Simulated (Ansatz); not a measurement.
Geometry optimisation, RHF/def2-SVP (Ansatz).

Input file:

```yaml
crystal:
  periodic: [false, false, false]
  atoms:
    - { symbol: Ta, position_ang: [-0.111001, -0.745027, 0.172253] }
    - { symbol: F, position_ang: [2.640324, 0.715022, 0.361383] }
    - { symbol: F, position_ang: [-0.44881, -0.381155, 1.983587] }
    - { symbol: F, position_ang: [0.259885, -1.131387, -1.627463] }
    - { symbol: F, position_ang: [-0.279086, 1.062184, -0.235444] }
    - { symbol: "N", position_ang: [-1.798076, -1.653926, 0.025763] }
    - { symbol: H, position_ang: [-2.45653, -1.732954, 0.781924] }
    - { symbol: H, position_ang: [-2.131501, -2.073984, -0.82456] }
    - { symbol: Br, position_ang: [1.809369, -2.372415, 0.903277] }
    - { symbol: H, position_ang: [3.156026, 0.010542, 0.626779] }
basis:
  gaussian: { orbitals: def2-SVP }
hamiltonian:
  xc: hf
relax:
  f_tol: 0.03
  max_steps: 50
```

Launched with:

```bash
$ ansatz run input.yaml --threads 4 --pin off --max-ram 5120MiB --backend cpu --events-out ev --progress --plain --runs-dir out
```

Question: Where does it end, and by what steps?

Answer: The forces met the threshold. After 10 steps the energy has fallen by 0.218 eV; F2 moved furthest, 0.55 Å. Joined: Ta1–F2 (3.12 → 2.43 Å).

```tsv
step	energy less start (eV)	largest force component (eV/Å)	accepted
0	0.0000	0.886	yes
1	-0.0472	1.061	yes
2	-0.1536	0.977	yes
3	-0.1857	0.447	yes
4	-0.2052	0.230	yes
5	-0.1988	0.923	no
6	-0.2142	0.096	yes
7	-0.2173	0.099	yes
8	-0.2168	0.082	no
9	-0.2174	0.035	yes
10	-0.2177	0.019	yes
```

```xyz
10
Properties=species:S:1:pos:R:3
Ta 0.021 -0.688 0.179
F 2.147 0.476 0.344
F -0.238 -0.267 1.995
F 0.462 -1.036 -1.617
F -0.322 1.099 -0.268
N -1.666 -1.601 0.045
H -2.318 -1.697 0.804
H -2.003 -2.036 -0.798
Br 1.707 -2.505 0.889
H 2.850 -0.050 0.595
```

Whether the end is a true minimum wasn't checked by a vibrational analysis.

The run took 17 s on 4 threads of Intel(R) Xeon(R) 6975P-C (Granite Rapids), on a shared host, peak memory 0.49 GiB.
